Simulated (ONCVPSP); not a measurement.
# What one change does to a pseudopotential (tungsten, ONCV)

tungsten, optimised norm-conserving Vanderbilt (ONCV), made with ONCVPSP 4.0.1 (PBE, scalar-relativistic). Core [Xe] 4f14, reference 5d4 6s2. Waves: 6s: rc 2.80 bohr, ncon 4, nbas 8, qcut 2.7 1/bohr, 2 projectors, debl 3.9 Ha; p scattering state at 0.14 Ha: rc 2.70 bohr, ncon 3, nbas 6, qcut 2.7 1/bohr, 2 projectors, debl 3.9 Ha; 5d: rc 1.65 bohr, ncon 4, nbas 8, qcut 6.7 1/bohr, 2 projectors, debl 2.2 Ha. Local part: polynomial inside 1.25 bohr (lpopt 5, dvloc0 0 Ha). Core correction: polynomial model core, fcfact 0.6.

In the p channel the program set the typed energies aside and used 0.050, 3.950 Ha.

Change: d: nproj 0; local potential the d channel.

Cutoffs: the cutoffs (Ha) at which the residual kinetic energy of the hardest occupied pseudo-wave falls to 1 and 0.1 mHa per electron; they do not see the model core or the augmentation charge, which bear on the density cutoff. Errors are all-electron minus pseudo energies relative to the spin-unpolarised reference configuration.

Problem. What does the change do?

Solution. The potential gets neither clearly harder nor softer (14 Ha and 17 Ha → 14 Ha and 17 Ha); the bound ghost in s disappears; the lowest positive-energy flag moves from p at 3.4 eV to s at 42.1 eV; the number of tests with a reliable result goes from 4 to 3; of the 3 tests that both files solve, the error grows in 1 and shrinks in 0 by more than 15 % and 0.3 meV (median size 12.2 → 11.8 meV); the range in which the p phases agree widens (upper end 0.1 → 1.8); the range in which the d phases agree narrows (upper end at the end of the scan → 3.8). In the separable form a ghost depends on how the local part lies against the semilocal potential of the channel, so the choice of the local part can create or remove one.

```tsv
quantity	base	changed
cutoff, loose	14 Ha	14 Ha
cutoff, tight	17 Ha	17 Ha
bound ghosts	s	none
GHOST(+) flags under 300 eV	p at 3.4 eV, s at 118.5 eV	s at 42.1 eV, p at 83.8 eV
tests with a reliable result	4 of 4	3 of 4
error for 5d4 6s1, meV [ΔE 8.88 eV]	-12	-12
error for 5d4 6s0, meV [ΔE 24.56 eV]	-55	-54
error for 5d4 6s1 6p1, meV [ΔE 4.50 eV]	-0.4	-3.4
s: phases at 2.85 bohr within 0.05 rad from the reference energy up to (Ha; the scan ends near 5)	1.6	1.0
p: phases at 2.75 bohr within 0.05 rad from the reference energy up to (Ha; the scan ends near 5)	0.1	1.8
d: phases at 1.67 bohr within 0.05 rad from the reference energy up to (Ha; the scan ends near 5)	to the end of the scan	3.8
rms error of d²Exc/dni dnj with the model core, mHa	0.53	0.53
```

 A true bound ghost makes a file unfit for plane-wave use even where its test errors are small: the radial tests pick states by their node count and pass the ghost by.
